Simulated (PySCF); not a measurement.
Computed shifts of a molecule C₃H₉BO₃, KT2/pcSseg-1 (PySCF), GIAO, gas phase, equivalent atoms averaged, in ppm (number of nuclei): ¹³C: 54.8 (3). ¹H: 3.84 (9). References: ¹¹B against BF3 (σ = 89.8 ppm); ¹⁷O against H2O (σ = 330.4 ppm); ¹³C against TMS (σ = 185.1 ppm); ¹H against TMS (σ = 31.47 ppm), references at their B3LYP-D3(BJ)/def2-TZVP geometries, non-relativistic. Coordinates come from a PBE0-D3(BJ)/def2-SVP optimisation. The values are those of a single conformer.

Q: Pick the molecule that these values belong to.
A. COB(O)CCO
B. CO[C@H](C)B(O)O
C. COB(OC)OC
D. CC(C)(O)B(O)O

A: C, COB(OC)OC
